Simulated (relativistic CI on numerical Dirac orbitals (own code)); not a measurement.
Method of calculation: Dirac-Coulomb-Breit CI, KLI orbitals optimised for each configuration, QED by a radiative potential, unscaled Slater integrals (own radial code, finite nucleus).

CI space (outside the closed core [Ne]): 3s2 3p6 3d3, 3s2 3p5 3d4, 3s 3p6 3d4, 3s2 3p6 3d2 4s, 3s2 3p6 3d2 4p, 3s2 3p6 3d2 4d, 3s2 3p5 3d3 4s, 3s2 3p6 3d2 4f, 3s2 3p5 3d3 4p, 3s 3p6 3d3 4s, 3p6 3d4 4p, 3s2 3p6 3d 4s 4p, 3s 3p6 3d3 4p, 3s2 3p6 3d2 5s, 3s2 3p6 3d2 5p, 3s2 3p6 3d 4p 4d, 3s2 3p6 3d2 5d, 3s2 3p6 3d2 5f, 3s2 3p6 3d2 5g, 3s 3p6 3d2 4s 4p, 3s2 3p6 3d2 6s, 3p6 3d5, 3p5 3d6, 3p5 3d5 4s, 3p6 3d4 4s, 3p5 3d4 4s2, 3s2 3p6 3d 4s2, 3s2 3p6 4s2 4p, 3s2 3p6 4s2 4d, 3s2 3p6 3d 4s 4d, 3s2 3p6 4s 4p 4d, 3s2 3p6 4s 4d2, 3s2 3p5 3d 4s2 4d, 3s2 3p6 3d 4p2, 3s2 3p6 4s 4p2, 3s2 3p6 4p3, 3s2 3p6 4p2 4d, 3s2 3p5 3d 4s 4p2, 3s2 3p6 3d 4d2, 3s2 3p6 4p 4d2, 3s2 3p6 4d3, 3s2 3p5 3d 4s 4d2, 3s 3p6 3d2 4s2, 3s 3p6 3d 4s2 4p, 3s 3p6 3d 4s2 4d. Double excitations out of closed p, d and f shells are left out; levels of such configurations are missing from the list, as are those of other unlisted configurations, and high levels can miss mixing partners. These lack a partner that the ground configuration has and come out too high: 3s2 3p5 3d3 4p.

At this charge energies of transitions that change n are usually good to better than 1 %, and those within a shell (Δn = 0) to a few per cent.

Outline of the computed level scheme of Bi LXIII. Lowest level of each configuration: 3s2 3p6 3d3 2D_3/2 at 0.000 eV; 3s2 3p5 3d4 4P°_3/2 at 334.989 eV.

Some strong electric-dipole decays among the lowest 45 levels: 3s2 3p5 3d4 2D°_3/2 → 3s2 3p6 3d3 2D_3/2 (2.6e+12 s⁻¹); 3s2 3p5 3d4 2F°_5/2 → 3s2 3p6 3d3 2D_3/2 (2.2e+12 s⁻¹); 3s2 3p5 3d4 4D°_1/2 → 3s2 3p6 3d3 2D_3/2 (1.7e+12 s⁻¹); 3s2 3p5 3d4 4F°_7/2 → 3s2 3p6 3d3 4F_5/2 (4.0e+10 s⁻¹); 3s2 3p5 3d4 4F°_3/2 → 3s2 3p6 3d3 4P_3/2 (2.1e+10 s⁻¹); 3s2 3p5 3d4 4F°_3/2 → 3s2 3p6 3d3 4P_1/2 (1.8e+10 s⁻¹); 3s2 3p5 3d4 6D°_7/2 → 3s2 3p6 3d3 4F_5/2 (1.6e+10 s⁻¹); 3s2 3p5 3d4 4P°_3/2 → 3s2 3p6 3d3 2D_3/2 (1.6e+10 s⁻¹).

LS names give the leading component of a level, which can be under half, so a name can repeat, a term be missing and a line seem to break the LS rules.
